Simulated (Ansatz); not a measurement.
Input file for Ansatz (a quantum-chemistry and plane-wave program): U-CCSD(T)/cc-pVDZ on As2, a point of a bond scan (R = 2.525 Å). The run froze 28 orbitals, filled d shells among them.

Ansatz 0.2 input:
```yaml
crystal:
  periodic: [false, false, false]
  atoms:
    - {symbol: As, position_ang: [-0.00000000, -0.00000000, -1.05206769]}
    - {symbol: As, position_ang: [0.00000000, 0.00000000, 1.47289477]}
basis:
  gaussian:
    orbitals: cc-pVDZ
correlation: {method: ccsd_t, electrons: outside_noble_gas}
scf: {omitted_lower_state_checks: [cluster_reference]}
magnetization: {spin_polarized: true, initial_magnetization: 0}
```

Program output:

```
WARN ansatz: RAYON_NUM_THREADS=1 ignored (pool sized by the plan → 1); use --threads N
Functional definition: HF
these checks for a lower state are left out or cut short: cluster_reference
integrals: 0.04 GiB planned
658 factors; integrals over basis functions are off by at most 1.2e-3 eV
mean field: 0.24 GiB planned
mean field evaluation 1: about -121587.5759 eV, gradient 3.1e0 eV
mean field evaluation 2: about -121587.5764 eV, gradient 3.1e0 eV
mean field evaluation 4: about -121587.7149 eV, gradient 1.7e-1 eV
mean field evaluation 8: about -121587.7151 eV, gradient 2.4e-5 eV
mean field evaluation 16: about -121587.7652 eV, gradient 4.1e-1 eV
mean field evaluation 32: about -121589.2988 eV, gradient 2.4e-5 eV
mean field evaluation 64: about -121588.3392 eV, gradient 8.8e-6 eV
mean field evaluation 96: about -121587.3992 eV, gradient 8.9e-3 eV
mean field evaluation 128: about -121588.8945 eV, gradient 3.8e0 eV
mean field -121590.20381581 eV, -4468.3575734307 hartree, gradient 1.3e-6 eV, S^2 1.809267; 15 other end points of the search recorded, 0 dependent functions left out
28 core orbitals not correlated
reference -121590.20381581 eV, -4468.3575734307 hartree; 5, 5 occupied and 21, 21 virtual orbitals, 658 factors
second order -3.70125790 eV of doubles, -0.00000000 eV of singles
coupled cluster: 0.08 GiB planned
cycle   1  -4.27167365 eV  change   -5.7e-1 eV  update   8.6e-2
cycle   2  -4.53110645 eV  change   -2.6e-1 eV  update   4.3e-2
cycle   3  -4.59034327 eV  change   -5.9e-2 eV  update   3.2e-2
cycle   4  -4.64418364 eV  change   -5.4e-2 eV  update   2.5e-2
cycle   5  -4.70177477 eV  change   -5.8e-2 eV  update   1.5e-2
cycle   6  -4.72369288 eV  change   -2.2e-2 eV  update   6.9e-3
cycle   7  -4.73203223 eV  change   -8.3e-3 eV  update   3.3e-3
cycle   8  -4.73357011 eV  change   -1.5e-3 eV  update   1.6e-3
cycle   9  -4.73412583 eV  change   -5.6e-4 eV  update   7.4e-4
cycle  10  -4.73420923 eV  change   -8.3e-5 eV  update   3.7e-4
cycle  11  -4.73433337 eV  change   -1.2e-4 eV  update   1.7e-4
cycle  12  -4.73424296 eV  change    9.0e-5 eV  update   5.8e-5
cycle  13  -4.73427344 eV  change   -3.0e-5 eV  update   2.5e-5
cycle  14  -4.73429083 eV  change   -1.7e-5 eV  update   9.4e-6
cycle  15  -4.73429449 eV  change   -3.7e-6 eV  update   2.9e-6
coupled cluster: 0.08 GiB planned
perturbative correction -0.24790675 eV, -0.0091104049 hartree
WARN: the results are in doubt because among natural orbitals full CI differs from the method by -0.134 eV
Total energy: -121595.18601705 eV, -4468.5406659492 hartree
In doubt: among natural orbitals full CI differs from the method by -0.134 eV
Checks for a lower state left out: cluster_reference
```

Self-consistency was reached. Its determinant has ⟨S²⟩ = 1.81, a mixture of spin states.

Warnings raised: large difference.

Cost: roughly 6 core-seconds.
